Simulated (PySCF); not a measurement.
Question: Write Cartesian coordinates for `[H][Sn]([CH3])([CH3])[Cl]` (SnHMe2Cl) as optimised with PBE0-D3(BJ)/def2-SVP.

Answer: 
```
atom  x, y, z in Å
Sn1   -0.259   -0.466    0.521
H2    -0.396   -0.703    2.215
C3     1.759   -0.575   -0.182
H4     2.370    0.235    0.244
H5     1.765   -0.497   -1.278
H6     2.189   -1.543    0.110
C7    -1.358    1.231   -0.184
H8    -2.404    1.151    0.141
H9    -1.323    1.249   -1.282
H10   -0.925    2.161    0.210
Cl11  -1.321   -2.329   -0.485
```

Any rigid rotation of these coordinates is as good. Atoms count from 1 in this order. Sn1 (tin bonded to 2 C, Cl and H) is distorted tetrahedral (angles from 104.1° to 114.6°).

Bonds between heavy atoms (Å): Sn1–C3 2.140, Sn1–C7 2.140, Sn1–Cl11 2.369.

Method used: PBE0-D3(BJ)/def2-SVP geometry optimisation, gas phase, def2 core potentials past Kr (PySCF 2.14.0).

Point group: Cs (tolerance 0.08 Å). No frequency check.
